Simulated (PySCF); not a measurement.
**Correlation energy of Ne(2+) (neon, charge +2)**

[He] 2s1 2p5, high-spin 3P determinant (an excited configuration). All numbers are calculated (PySCF 2.14, the non-relativistic Hamiltonian (point nucleus), in aug-cc-pwCVTZ). Frozen: 1s2; 6 electrons correlated.

| level | correlation energy (mhartree) |
| --- | --- |
| CCSD | -209.72 |
| (T) | -3.63 |
| CCSD(T) | -213.35 |

Diagnostics: T1 = 0.0035, D1 = 0.0082, largest double amplitude 0.037.

Task: Is a single reference adequate?

Result: Yes: T1 lies below 0.03 and no double amplitude reaches 0.07.
